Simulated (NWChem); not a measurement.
# CH4F2OSi; SMILES CO[SiH](F)F

```xyz
9

Si    -0.0434    -0.4830     0.3434
F      1.4711    -0.7415    -0.1902
F     -1.0009    -1.6253    -0.2850
O     -0.6045     0.9564    -0.2253
C      0.0464     2.2113    -0.0984
H     -0.0388    -0.5991     1.8251
H      1.0663     2.1922    -0.5409
H      0.1298     2.5303     0.9650
H     -0.5542     2.9704    -0.6377
```
Atoms are numbered in this order, from 1.

Results from NWChem. Pople sets run with spherical d functions. Structure relaxed at the PBE-D3(BJ)/def2-SVP level. B3LYP is NWChem's, with the RPA form of VWN correlation. Atomic charges in e: unrestrained fits to the electrostatic potential beside Mulliken populations; buried atoms are poorly determined by the fit.

For level Hartree-Fock/6-31G*:

```
Item          Value
------------  -----
ESP Si1        1.23
Mulliken Si1   1.62
Mulliken F2   -0.54
Mulliken F3   -0.53
Mulliken O4   -0.76
Mulliken C5   -0.16
```

Q: How do the values read with level B3LYP/def2-SVP instead?

A: The ESP Si1 comes out as 1.08. The Mulliken Si1 is 1.01. The Mulliken F2 comes out as -0.34, the Mulliken F3 is -0.33 and the Mulliken O4 is -0.48. The Mulliken C5 is 0.18.
